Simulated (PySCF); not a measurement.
**Dipole response of Ni⁺ (nickel, charge +1)**

[Ar] 3d9, 2D determinant. All numbers are calculated (PySCF 2.14, the spin-free X2C one-electron Hamiltonian (Gaussian nucleus), in aug-cc-pVTZ-DK). Coupled (time-dependent) response in atomic units; α is the mean over directions.

```json
{"method": "BP86", "mean α (bohr³)": "9.222", "α xx, yy, zz": "8.416, 8.416, 10.84", "C₆ (like pair)": "30.51", "S(−4)": "97.99"}
{"method": "r2SCAN0", "mean α (bohr³)": "7.303", "α xx, yy, zz": "6.775, 6.775, 8.361", "C₆ (like pair)": "23.80", "S(−4)": "54.40"}
```

S(−4) is the Cauchy moment in α(ω) = α(0) + S(−4) ω² + …

α(iu) at BP86:

| u (hartree) | α(iu) (bohr³) |
| --- | --- |
| 0 | 9.222 |
| 0.0500 | 8.987 |
| 0.100 | 8.378 |
| 0.200 | 6.814 |
| 0.300 | 5.516 |
| 0.500 | 3.982 |
| 0.750 | 3.023 |
| 1.00 | 2.444 |
| 1.50 | 1.716 |
| 2.00 | 1.269 |
| 3.00 | 0.7778 |
| 5.00 | 0.3852 |

For an ion, C₆ is the dispersion term alone; charge-induced terms of lower order in 1/R come first.

The components differ because the open shell of this determinant is not spherical; for a pure term their mean is the scalar polarisability.

⟨S²⟩ = 0.86 against 0.75 shows spin contamination.
